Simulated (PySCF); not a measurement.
## Working out the ionisation energy of Si²⁺

Si²⁺ [Ne] 3s2 (1S) → Si³⁺ [Ne] 3s1 (2S). All numbers are calculated (PySCF 2.14, no relativity, point nucleus, in an even-tempered Gaussian basis (18 s from 0.054 bohr⁻², ratio 2.5; 13 p from 0.071 bohr⁻², ratio 2.5; 6 d from 0.47 bohr⁻², ratio 2.7; 5 f from 0.71 bohr⁻², ratio 2.7)). Frozen: 1s2; the 21 highest virtual orbitals dropped. Energies in hartree (1 hartree = 27.21139 eV):

| part | Si²⁺ (lower) | Si³⁺ (upper) |
| --- | --- | --- |
| UHF | -287.994933 | -286.820621 |
| MP2 opposite-spin | -0.257284 | -0.218823 |
| MP2 same-spin | -0.082628 | -0.077565 |

Question: What does Hartree-Fock give?

Answer: (-286.820621) − (-287.994933) = 1.174312 hartree = 31.955 eV.

Question: What do MP2 and SCS-MP2 (6/5 opposite-spin, 1/3 same-spin) give?

Answer: The opposite-spin parts differ by 1.047 eV and the same-spin parts by 0.138 eV. MP2: 31.955 + (1.047) + (0.138) = 33.140 eV. SCS-MP2: 31.955 + 1.2 × (1.047) + (0.138)/3 = 33.257 eV.

Measured between the centres of the two terms (NIST): 33.493 eV, so MP2 (outer shells) is off by -0.353 eV.

What remains against the reference includes basis incompleteness, the frozen core and correlation beyond second order.
